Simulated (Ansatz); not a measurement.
Consider the ligand exchange at the Si–C bond: `C[SiH](S)CF` + CH₃NH₂ → `CN[SiH](C)S` + fluoromethane.

Program: Ansatz. Geometries: PBE0-D4/def2-TZVP. ΔE: electronic, gas phase. CCSD(T)/CBS adds triple-zeta CCSD(T) − MP2 to the extrapolated MP2 energy (def2 sets, frozen cores). This one scheme is used for every species. Functionals use def2-TZVPP. One conformer a species, not always the lowest.

```tsv
level	ΔE (kJ/mol)
PBE0-D4	-68.5
ωB97X-V	-69.8
PBE-QIDH	-73.4
PBE0	-65.9
```

Task: What does CCSD(T)/CBS give? (An estimate is asked.)

Result: Computed: -72.9 kJ/mol. The listed levels differ from it by 4.4, 3.1, -0.5, 7.0 kJ/mol.

Largest T1 diagnostic among the species: 0.011.

From BLYP to BHLYP (50 % exact exchange), in def2-TZVPP and without D4, ΔE moves by −11.0 kJ/mol. The D4 term adds −4.5 kJ/mol with B3LYP and −2.6 kJ/mol with PBE0; it sums over pairs of atoms, weighted by their polarisabilities, and B3LYP, whose exchange is more repulsive, gets the larger term. Leaving LDA and LC-ωPBE aside and taking each functional with its dispersion term where it has one, the values, not all of them listed here, spread over 14.2 kJ/mol, from BHLYP-D4 to PBE-D4. LDA lies −7.6 kJ/mol from PBE without D4.

B3LYP here is the variant with VWN-RPA as its local correlation; programs differ in this.
